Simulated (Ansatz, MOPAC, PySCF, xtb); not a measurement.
Pair of molecules: NH3 (SMILES N) (first 4 atoms) with C3H8 (SMILES CCC); geometry from B3LYP-D3(BJ)/def2-TZVP.
(charge 0, multiplicity 1):
```
atom    x (Å)    y (Å)    z (Å)
----  -------  -------  -------
N      0.2960   0.1290   0.4838
H      0.1338   0.8239   1.2036
H      0.9649   0.5202  -0.1696
H     -0.5775   0.0029  -0.0148
C      1.2611   0.0713   4.1019
C     -0.2218   0.4334   4.1334
C     -1.1219  -0.7473   3.7777
H      1.8898   0.9295   4.3488
H      1.4821  -0.7204   4.8222
H      1.5499  -0.2910   3.1132
H     -0.4119   1.2598   3.4396
H     -0.4871   0.8132   5.1247
H     -2.1774  -0.4674   3.7939
H     -0.8837  -1.1283   2.7825
H     -0.9847  -1.5671   4.4874
```

Interaction energies are E(AB) − E(A) − E(B) at the monomers' geometry in the complex; basis-set methods are counterpoise corrected. Rows marked so take none.

Rows in 6-31G* carry no dispersion term and start afresh at each structure (6-31G* with six Cartesian d functions). The state that PM6 reach isn't checked.

Programs: Ansatz (a program for electronic structure); MOPAC for PM6 (differences of heats of formation); PySCF for 6-31G* rows; xtb for the GFN methods. 

Task: One of these levels gives 3.3 kJ/mol for the interaction energy. Name it.
(A) HF/6-31G* (no counterpoise)
(B) GFN1-xTB
(C) PM6
(D) HF/aug-cc-pVDZ

Result: D, HF/aug-cc-pVDZ. The others give -2.5 (PM6), -4.3 (GFN1-xTB), -0.5 (HF/6-31G* (no counterpoise))
